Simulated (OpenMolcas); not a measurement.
# Ag6+: from CASSCF to CASPT2

```json
{
 "Program": "OpenMolcas",
 "Basis": "ANO-R2 [7s5p4d2f1g]",
 "Scalar Hamiltonian": "X2C, finite nucleus",
 "Active space": "5 electrons in 5 orbitals (4d)",
 "State averaging": "2S+1 = 6 even, 1 root; 2S+1 = 4 even, 24 roots; 2S+1 = 2 even, 75 roots",
 "Spin-orbit coupling": "RASSI with atomic mean-field integrals over the reference wave functions, term energies averaged over their components"
}
```

Methods on the same reference wave functions:
A. CASSCF
B. SS-CASPT2, IPEA 0.25 Eh, imaginary shift 0.1 Eh (closed shells correlated: 4s 4p)
C. MS-CASPT2, IPEA 0.25 Eh, imaginary shift 0.1 Eh (closed shells correlated: 4s 4p)

Energies in cm⁻¹ above 4d⁵ ⁶S_5/2, the measured ground level; measured values from the list in Gamrath, thesis, University of Mons (2023).

```json
{"Level": "4d⁵ ⁶S_5/2", "A": "0.0", "B": "0.0", "C": "0.0", "Measured": "0.0"}
{"Level": "4d⁵ ⁴G_5/2", "A": "34990", "B": "31130", "C": "31130", "Measured": "29390"}
{"Level": "4d⁵ ⁴G_7/2", "A": "35688", "B": "31970", "C": "31970", "Measured": "30378"}
{"Level": "4d⁵ ⁴G_11/2", "A": "35874", "B": "32240", "C": "32240", "Measured": "30662"}
{"Level": "4d⁵ ⁴G_9/2", "A": "36077", "B": "32430", "C": "32430", "Measured": "30907"}
{"Level": "4d⁵ ⁴P_3/2 [53 %]", "A": "39829", "B": "34770", "C": "34770", "Measured": ""}
{"Level": "4d⁵ ⁴P_1/2 [65 %]", "A": "41241", "B": "36330", "C": "36330", "Measured": "34605"}
{"Level": "4d⁵ ⁴D_7/2", "A": "43799", "B": "38090", "C": "38090", "Measured": "36485"}
{"Level": "4d⁵ ⁴D_1/2 [66 %]", "A": "45612", "B": "40200", "C": "40200", "Measured": "38685"}
{"Level": "4d⁵ ⁴D_5/2 [54 %]", "A": "46303", "B": "40900", "C": "40900", "Measured": ""}
{"Level": "4d⁵ ⁴D_3/2 [53 %]", "A": "46566", "B": "41290", "C": "41290", "Measured": ""}
{"Level": "4d⁵ ²I_11/2", "A": "50828", "B": "46720", "C": "46720", "Measured": "44011"}
{"Level": "4d⁵ ²I_13/2", "A": "52114", "B": "48120", "C": "48120", "Measured": "45546"}
{"Level": "4d⁵ ²D_3/2(1) [52 %]", "A": "57081", "B": "50540", "C": "50540", "Measured": ""}
{"Level": "4d⁵ ⁴F_7/2 [51 %]", "A": "58280", "B": "51520", "C": "51520", "Measured": ""}
{"Level": "4d⁵ ⁴F_9/2 [66 %]", "A": "58375", "B": "51640", "C": "51640", "Measured": "49104"}
{"Level": "4d⁵ ⁴F_5/2", "A": "60115", "B": "53440", "C": "53440", "Measured": "51049"}
{"Level": "4d⁵ ²F_7/2(1) [55 %]", "A": "61783", "B": "55570", "C": "55570", "Measured": "53353"}
{"Level": "4d⁵ ²H_9/2 [50 %]", "A": "62619", "B": "56580", "C": "56580", "Measured": ""}
{"Level": "4d⁵ ⁴F_3/2 [52 %]", "A": "62748", "B": "56170", "C": "56170", "Measured": ""}
{"Level": "4d⁵ ²G_7/2(1)", "A": "65700", "B": "58670", "C": "58670", "Measured": ""}
{"Level": "4d⁵ ²H_11/2", "A": "65946", "B": "60740", "C": "60740", "Measured": "57962"}
{"Level": "4d⁵ ²F_7/2(2)", "A": "70434", "B": "62260", "C": "62260", "Measured": "59792"}
{"Level": "4d⁵ ²S_1/2", "A": "76539", "B": "66550", "C": "66550", "Measured": ""}
```

Deviations, from unrounded energies. A percentage is the sum of absolute deviations over the sum of measured energies, with the sign that they share, or ± where signs differ.

```csv
Against measurement,Levels,A,B,C
mean absolute deviation (cm-1),14,7200,2100,2100
other terms of the ground configuration (%),14,+17.1,+4.9,+4.9
```

B, C lie about equally close to measurement and A furthest from it. The largest miss of B in the table is 4d⁵ ²H_11/2, by +2800 cm-1. The ranking rests on the paired levels alone, and a cruder setting can come out closer through cancelling errors.

Between B and C no level of the table moves by more than 5 cm-1.

The two smallest mean deviations differ by little beside CASPT2's spread within terms, so their order carries little weight.

From A to B the spin-free energies of the other terms of 4d⁵ shown, above ⁶S, scale by factors of 0.87 to 0.92, as is usual when dynamic correlation screens the repulsion within a d or f shell.

The lowest spin-free term lies below A's lowest term by 0.361 hartree in B, 0.361 hartree in C.

Term energies are means over components that CASPT2 splits; among the terms shown or strongly mixed into the levels shown the widest spread is 1100 cm-1 (4d⁵ ⁴F, C). Without dynamic correlation excited terms often stand tens of per cent too high (terms of higher spin than the ground term too low), and those without a measured partner can miss by more than the paired ones (holds for A). Blocks of more than 70 roots (2S+1 = 2 even) ran without multistate coupling (holds for C). The CASPT2 spread within a term exceeds the gap to the next term for 4d⁵ ²D(1) and 4d⁵ ⁴F, so the order of their levels is uncertain, and so are names and mixing where such terms share a J (holds for C). Measured partners are found by configuration, term and J. A level has none where our copy of the source lacks it or the pairing is in doubt (some pairs that miss far off the trend of their configuration count as doubtful), and it then counts in no deviation. Only configurations of the active space appear. The table leaves out levels that lie high or whose names do not pair safely across all columns.

A share in square brackets marks a mixed level and gives the weight of the term that names it, the lowest over the columns. A number in round brackets counts repeated terms of one configuration in the order of the reference energies.
